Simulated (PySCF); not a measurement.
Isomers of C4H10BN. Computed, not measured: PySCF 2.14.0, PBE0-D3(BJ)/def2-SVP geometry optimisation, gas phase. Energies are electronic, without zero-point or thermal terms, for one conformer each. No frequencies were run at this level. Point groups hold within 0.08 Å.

Question: Order them by energy at this level, lowest first, and give relative energies in kcal/mol.
A. `[CH2:1]=[CH:2][N:3]([CH3:4])[BH:5][CH3:6]` with C1–C2–N3–C4 0°, C2–N3–B5–C6 0°
B. `[CH2:1]=[CH:2][BH:3][NH:4][CH2:5][CH3:6]` with C1–C2–B3–N4 -179°, C2–B3–N4–C5 179°, B3–N4–C5–C6 -117°
C. `[BH:1]1[CH2:2][CH2:3][CH2:4][CH2:5][NH:6]1` with N6–B1–C2–C3 -72°, B1–C2–C3–C4 55°, C2–C3–C4–C5 -53°, C3–C4–C5–N6 52° (1,2-BN cyclohexene)

Answer: B (0.0), A (1.4), C (7.4).

As drawn, the lowest has a C=C bond outside aromatic rings, which the highest lacks. Neighbours under 2.5 kcal/mol apart (C=CBNCC and C=CN(C)BC) can change places with a better method, another conformer or zero-point energy.

```tsv
SMILES	E (Eh)	E rel (kcal/mol)	dipole (D)	point group	A, B, C (MHz)
C=CBNCC	-237.60903	0.0	1.76	C1	14769, 1263, 1250
C=CN(C)BC	-237.60676	1.4	0.61	–	5546, 2584, 1803
B1CCCCN1	-237.59717	7.4	1.91	C1	5081, 4211, 2701
```

As an exercise, what shares would exp(−E/RT) give at 1000 K from these electronic energies alone (no entropy, no degeneracies)?

RT = 1.987 kcal/mol: C=CBNCC 66.1 %, C=CN(C)BC 32.3 %, B1CCCCN1 1.6 %.
